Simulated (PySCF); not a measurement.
[TiF4]-: what the settings change

The complex [TiF4]- (charge -1) contains Ti(III), shell d1. The structure is a PBE0-D3(BJ)/def2-TZVP geometry optimised for multiplicity 2; coordination tetrahedral, point group D2d, metal–donor distances 1.85 Å.

```
5

Ti    0.0000    0.0000    0.0000
F     0.8575    1.1630    1.1630
F     0.8575   -1.1630   -1.1630
F    -0.8575   -1.1630    1.1630
F    -0.8575    1.1630   -1.1630
```

Method (PySCF 2.14, density fitting): CASSCF(1,5) with orbitals averaged over all microstates of the shell, strongly contracted NEVPT2 on the averaged canonical orbitals; basis x2c-TZVPall on the metal, x2c-SVPall elsewhere; spin-free X2C; IEF-PCM dichloromethane; spin-orbit coupling by state interaction with the mean-field operator over all roots.

Base run: NEVPT2 ground state 2A1 (from 2E), next 2B1 (from 2E) at 4201, then 2E (from 2T2) at 7646 cm⁻¹, 10Dq(NEVPT2) 8536, ζ 125 cm⁻¹, g 1.909 1.909 2.001, μeff(300 K) 1.75 μB.

Q: What happens with the basis x2c-TZVPall on all atoms?

A: NEVPT2 ground state 2A1 (from 2E), next 2B1 (from 2E) at 4183, then 2E (from 2T2) at 7422 cm⁻¹, 10Dq(NEVPT2) 8277, ζ 125 cm⁻¹, g 1.907 1.907 2.001, μeff(300 K) 1.76 μB. It took 5.9 s against 2.9 s on a shared host of the same kind.

No frequencies were computed for the optimised geometry. NEVPT2 lifts 2B1 (from 2E) from 3645 to 4201 cm⁻¹; on the d shell alone such lifts tend to overshoot. NEVPT2 on the d shell alone tends to put d–d bands too high for such charged or covalently bound ions.
